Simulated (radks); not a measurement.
Values are calculated unless marked as measured or tabulated.
Task: The mean radii <r> (bohr) of the occupied orbitals of an atom or ion are listed with their occupations. Level of theory: Dirac Kohn-Sham, PBE, spin-unpolarised, spherical densities, point nucleus (a radial shooting solver on a logarithmic mesh with Libxc functionals).

| orbital | occ. | <r> |
|---|---|---|
| 1s1/2 | 2 | 0.03111 |
| 2s1/2 | 2 | 0.1333 |
| 2p1/2 | 2 | 0.1130 |
| 2p3/2 | 4 | 0.1179 |
| 3s1/2 | 2 | 0.3341 |
| 3p1/2 | 2 | 0.3203 |
| 3p3/2 | 4 | 0.3282 |

Name the element and its charge. Open shells, if any, are shared by 2j + 1.

Result: Z = 47, silver, charge +29: Ag29+ in [Ar]. The 1s radius gives Z: for a bare nucleus <r> = (2 gamma + 1)/(2Z) with gamma = sqrt(1 - (Z/c)^2), 0.03062 bohr for Z = 47, and screening makes it slightly larger (0.03111 here). The occupations add up to 18, and the charge is Z minus that.
